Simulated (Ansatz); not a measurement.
A run for Ansatz (an electronic-structure program): R-CCSD(T)/cc-pV(Q+d)Z on BClH2O (SMILES OBCl), a point of a torsion scan. Files ending in .json are basis or fitting sets from the Basis Set Exchange.

Ansatz 0.2 input:
```yaml
crystal:
  periodic: [false, false, false]
  atoms:
    - {symbol: O, position_ang: [-0.95022741, -0.21385078, -0.36583840]}
    - {symbol: B, position_ang: [0.21353749, 0.42005825, -0.39625846]}
    - {symbol: Cl, position_ang: [0.49543907, 1.84172129, 0.55564272]}
    - {symbol: H, position_ang: [-1.35421123, -0.58824403, 0.41288031]}
    - {symbol: H, position_ang: [0.95861978, 0.20488821, -1.27829120]}
basis:
  gaussian:
    orbitals: cc-pV_Q+d_Z.json
magnetization: {spin_polarized: false}
correlation: {method: ccsd_t, electrons: outside_noble_gas}
scf: {lower_state_search: off}
```

Question: What total energy does the run end on?

Answer: -560.9852 hartree (reference determinant -560.3651, T1 diagnostic 0.012).

Question: How many basis functions does it have, and what does it roughly cost on one machine?

Answer: 234 functions; about 6 core-minutes (a rough figure).
